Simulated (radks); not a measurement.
Results of a calculation; reference values are marked as such.
Excited configurations of the lutetium ion Lu2+: one electron is placed in a higher orbital outside [Xe] 4f14. The ground configuration is [Xe] 4f14 6s1. Level of theory: Dirac Kohn-Sham, PBE, spin-unpolarised, spherical densities, point nucleus; open shells are shared between the two j in proportion to 2j + 1 (a radial shooting solver on a logarithmic mesh with Libxc functionals). Excitation = E - E(ground); binding = E(ion) - E, where the ion is the core of charge +3; n* = 3/sqrt(2 binding) in atomic units, and the quantum defect is n - n*. Eigenvalue and <r> are those of j = l + 1/2.

outer orbital,excitation (eV),binding (eV),n*,quantum defect,eigenvalue (eV),<r> (bohr)
5f,13.193,7.875,3.943,1.057,-6.246,5.744
6p,5.317,15.750,2.788,3.212,-12.771,3.832
6d,11.324,9.743,3.545,2.455,-8.049,5.538
7s,10.481,10.586,3.401,3.599,-9.080,5.976
7p,12.416,8.651,3.762,3.238,-7.263,7.081
7d,15.038,6.029,4.507,2.493,-5.088,9.509
7f,17.347,3.720,5.737,1.263,-3.157,14.91

The Delta-SCF ionisation energy is 21.067 eV (NIST Atomic Spectra Database: 20.959 eV, measured). Self-interaction in the functional shifts the binding energies and quantum defects, so they are the method's values and not measured ones. Spin polarisation and multiplet splitting are left out, so open shells lie too high by an amount that depends on their filling.

Beside tabulated values, note that spin-unpolarised runs miss the spin-polarisation part of the exchange energy of open shells.
